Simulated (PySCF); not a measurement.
C₆ coefficients of unlike pairs at PBE0

Calculated with PySCF 2.14 from the dipole response of each species, C₆(A,B) = (3/π) ∫ α_A(iu) α_B(iu) du, in atomic units, from isotropic polarisabilities. For ions this is the dispersion term alone; charge-induced terms of lower order in 1/R come first.

| species | configuration | basis | relativity | α (bohr³) | C₆ (like pair) |
| --- | --- | --- | --- | --- | --- |
| Cl⁺ | [Ne] 3s2 3p4 (3P) | aug-cc-pCVTZ-DK (8s7p5d3f) | spin-free X2C | 8.671 | 41.09 |
| N³⁺ | [He] 2s2 (1S) | aug-cc-pVDZ (4s3p2d) | none | 2.154 | 2.120 |
| Ga | [Ar] 3d10 4s2 4p1 (2P) | aug-cc-pVTZ-PP with one added diffuse shell each of s, d, f type with ECP10MDF (7s5p5d3f) | core potential | 60.11 | 506.4 |
| V | [Ar] 3d3 4s2 (4F) | aug-cc-pVDZ (7s6p4d2f) | none | 97.59 | 1066 |

Task: Estimate C₆ for N³⁺ with Cl⁺.

Result: The integral gives 9.302. The combination rule 2 C_A C_B / (C_A α_B/α_A + C_B α_A/α_B) gives 9.296 and the geometric mean 9.333.

No spin-orbit coupling is included.

The other pairs:

```
   pair     C₆
Ga, Cl⁺  123.1
  V, Ga  728.3
 V, N³⁺  39.42
 V, Cl⁺  165.6
Ga, N³⁺  29.09
```
